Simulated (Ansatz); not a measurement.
The cluster W2O2⁺. Charge 1, multiplicity 2. Geometry r2SCAN-D4/def2-TZVP.

```tsv
atom	x (Å)	y (Å)	z (Å)
W1	-1.1168	-1.0420	-0.4262
W2	0.3853	0.6961	-0.5415
O3	0.1049	1.5484	0.8952
O4	0.6266	-1.2024	0.0725
```

In the def2 sets W takes a core potential; there is no spin–orbit coupling. HSE06 is defined as in plane-wave codes, on full-range PBE exchange. At r2SCAN-D4/def2-TZVP, PBE0-D4/def2-TZVP, HSE06-D4/def2-TZVP the charge 1 doublet is spin-contaminated (final ⟨S²⟩ up to 1.15, 0.75 for a pure state). Another isomer (doublet) lies 0.36 eV lower at PBE0-D4/def2-TZVP; other spin states weren't run for this one.

Question: Estimate the α-spin orbital energies around the gap (eV) in Ansatz with LDA (SPW92)/def2-TZVP, PBE-D4/def2-TZVP, r2SCAN-D4/def2-TZVP, PBE0-D4/def2-TZVP, HSE06-D4/def2-TZVP.

Answer: 
```tsv
orbital	LDA (SPW92)/def2-TZVP	PBE-D4/def2-TZVP	r2SCAN-D4/def2-TZVP	PBE0-D4/def2-TZVP	HSE06-D4/def2-TZVP
HOMO−9	-16.38	-16.05	-16.29	-17.50	-17.10
HOMO−8	-16.07	-15.71	-15.84	-17.02	-16.62
HOMO−7	-15.98	-15.65	-15.82	-17.00	-16.60
HOMO−6	-14.72	-14.45	-14.67	-15.88	-15.48
HOMO−5	-14.59	-14.27	-14.43	-15.61	-15.20
HOMO−4	-14.03	-13.72	-13.88	-14.97	-14.57
HOMO−3	-12.86	-12.58	-12.79	-13.62	-13.24
HOMO−2	-11.43	-11.18	-11.51	-12.29	-11.89
HOMO−1	-11.04	-10.92	-11.18	-12.10	-11.70
HOMO	-10.86	-10.63	-10.90	-11.77	-11.38
LUMO	-9.79	-9.48	-9.26	-8.37	-8.77
LUMO+1	-9.34	-8.99	-8.56	-7.94	-8.32
LUMO+2	-8.84	-8.52	-8.14	-7.53	-7.92
LUMO+3	-8.50	-8.21	-7.99	-7.38	-7.76
LUMO+4	-8.01	-7.71	-7.39	-6.87	-7.25
LUMO+5	-7.48	-7.17	-6.89	-6.25	-6.63
β HOMO	-10.57	-10.31	-10.42	-11.18	-10.80
β LUMO	-9.85	-9.38	-9.04	-8.39	-8.77
```
